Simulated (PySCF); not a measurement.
A side-by-side comparison of computed properties.

First species: C5H14SSi2.
SMILES: `C(/C=C\[SiH2]S[SiH3])CC`

Second species: C3H14FPSi3.
Numbering: `[CH3:1][Si@@:2]([PH2:3])([CH2:4][SiH3:5])[CH2:6][SiH2:7][F:8]` (hydrogens: H9, H10, H11 on C1; H12, H13 on P3; H14, H15 on C4; H16, H17, H18 on Si5; H19, H20 on C6; H21, H22 on Si7)

Levels: PBE0/pcSseg-1 for dipole moment, HOMO energy, LUMO energy and HOMO–LUMO gap; GFN2-xTB for rotational constant A and rotational constant C. Geometries: GFN2-xTB. Each structure is a single optimised conformer of the isolated species, non-relativistic unless stated; the electronic structure was computed with PySCF and density fitting.

The conformers computed, where there is a choice (atom-mapped SMILES and torsion angles):
- `[CH3:1][CH2:2][CH2:3]/[CH:4]=[CH:5]\[SiH2:6][S:7][SiH3:8]`: C1–C2–C3–C4 -61°, C2–C3–C4–C5 -94°, C4–C5–Si6–S7 -65°, C5–Si6–S7–Si8 -56°
- `[CH3:1][Si@@:2]([PH2:3])([CH2:4][SiH3:5])[CH2:6][SiH2:7][F:8]`: C1–Si2–C4–Si5 175°, C1–Si2–C6–Si7 -58°, Si2–C6–Si7–F8 -45°, H–P3–Si2–C1 -29°, H–P3–Si2–C1 64°

Q: Which has the higher rotational constant A?

A: The first: 2.265 GHz against 1.042 GHz, a difference of 1.223 GHz.

Q: Which has the higher dipole moment?

A: The first: 2.14 D against 1.88 D, a difference of 0.26 D.

Q: Which of the two has the higher LUMO energy, and by how much?

A: The second: 0.19 eV against -0.94 eV, a difference of 1.13 eV.

Q: Which has the higher rotational constant C?

A: The second: 0.526 GHz against 0.500 GHz, a difference of 0.026 GHz.

Q: Which has the higher HOMO–LUMO gap?

A: The second: 7.42 eV against 6.15 eV, a difference of 1.27 eV.

Q: Which has the higher HOMO energy?

A: The first: -7.09 eV against -7.23 eV, a difference of 0.14 eV.

On the first: A dipole of 2.14 D is allowed in C1, and pure rotational transitions are dipole-allowed. The dipole matches unit charges of opposite sign 0.44 Å apart (1 e·Å = 4.8032 D).

On the second: The dipole equals about 6.3 × 10⁻³⁰ C·m (1 D = 3.33564 × 10⁻³⁰ C·m).
